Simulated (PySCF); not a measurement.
Species: C₄H₁₁NSi.
Cartesian coordinates in Å at the PBE0-D3(BJ)/def2-SVP level; atoms count from 1:
```xyz
17
C4H11NSi angstrom
C      2.3326   -0.6574    0.0253
Si     0.9180    0.5737    0.0686
C     -0.3874    0.3625   -1.2853
C     -1.5130   -0.3847   -0.5527
C     -1.5940    0.1374    0.8832
N     -0.2263    0.2812    1.3479
H      2.9298   -0.6090    0.9500
H      1.9522   -1.6850   -0.0801
H      3.0096   -0.4452   -0.8182
H      1.5203    1.9513    0.0832
H     -0.0438   -0.1710   -2.1844
H     -0.7295    1.3601   -1.6106
H     -2.4848   -0.2853   -1.0629
H     -1.2746   -1.4615   -0.5199
H     -2.1607   -0.5694    1.5154
H     -2.1551    1.0964    0.8997
H     -0.1073    0.5300    2.3210
```

Theory: TDDFT wB97X-D/def2-SVPD, vertical, gas phase, core orbitals frozen in the response (PySCF 2.14.0, density-fitted response routines).

Ground-to-excited transition dipoles (e·a0, same axes as the geometry; the sign carries no meaning), for the states with f of 0.002 or more among the lowest 7:

```tsv
state	E (hartree)	μx	μy	μz
S1	0.2280	0.006	-0.147	0.024
S2	0.2496	0.093	-0.314	0.142
S3	0.2683	0.657	-0.184	-0.147
S4	0.2772	0.101	0.236	-0.114
S5	0.2801	-0.043	0.219	-0.082
S6	0.2915	-0.091	-0.333	0.227
S7	0.3026	0.200	0.283	-0.158
```

Q: What oscillator strength does each state have?

A: f = (2/3) ΔE |μ|² with ΔE in hartree (27.2114 eV).

```json
{"state": "S1", "|μ|² (au)": "0.022", "|μ| (D)": "0.38", "f": "0.003"}
{"state": "S2", "|μ|² (au)": "0.127", "|μ| (D)": "0.91", "f": "0.021"}
{"state": "S3", "|μ|² (au)": "0.488", "|μ| (D)": "1.78", "f": "0.087"}
{"state": "S4", "|μ|² (au)": "0.079", "|μ| (D)": "0.71", "f": "0.015"}
{"state": "S5", "|μ|² (au)": "0.056", "|μ| (D)": "0.60", "f": "0.011"}
{"state": "S6", "|μ|² (au)": "0.170", "|μ| (D)": "1.05", "f": "0.033"}
{"state": "S7", "|μ|² (au)": "0.145", "|μ| (D)": "0.97", "f": "0.029"}
```

Q: Which bond between heavy atoms lies closest to the direction of the S3 transition dipole?

A: C1–Si2, at 27° from it; next C5–N6 at 38°.

Q: What angle do the transition dipoles of S3 and S6 make?

A: |cos θ| = |μa·μb| / (|μa| |μb|) = 0.11, so θ ≈ 84° (taken between 0 and 90°, since the signs are arbitrary).

Q: How is the summed strength of these states shared among x, y and z?

A: (2/3) Σ ΔE μα² gives 0.091 for x, 0.083 for y and 0.026 for z, 0.199 in all.

The vertical ionisation energy (ΔSCF) is 8.47 eV, 0.24 eV above S7.

One conformer stands for the species.

Without π bonds the low states may be Rydberg-like; a valence basis with one diffuse set may place them up to an eV too high.
